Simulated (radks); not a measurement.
Results of a calculation; reference values are marked as such.
Problem. The neodymium ion Nd11+ is in [Kr] 4d10 5s2 5p(1/2: 1, 3/2: 0). Level of theory: Dirac Kohn-Sham, relativistic LDA (MacDonald-Vosko exchange, VWN5 correlation), spin-unpolarised, spherical densities, finite nucleus; Fermi nuclear charge, rms radius of each element as measured or else 0.836 A^(1/3) + 0.57 fm (a radial shooting solver on a logarithmic mesh with Libxc functionals). Sub-shells are occupied by j as written (lower j first in brackets). One electron is removed from 5p1/2, 4d5/2, 4d3/2, 5s1/2 in turn, with full relaxation. Which removal costs least, and what does each cost?

Solution. 5p1/2 186.72 eV; 5s1/2 208.71 eV; 4d5/2 322.84 eV; 4d3/2 327.38 eV. The 5p1/2 electron leaves first.
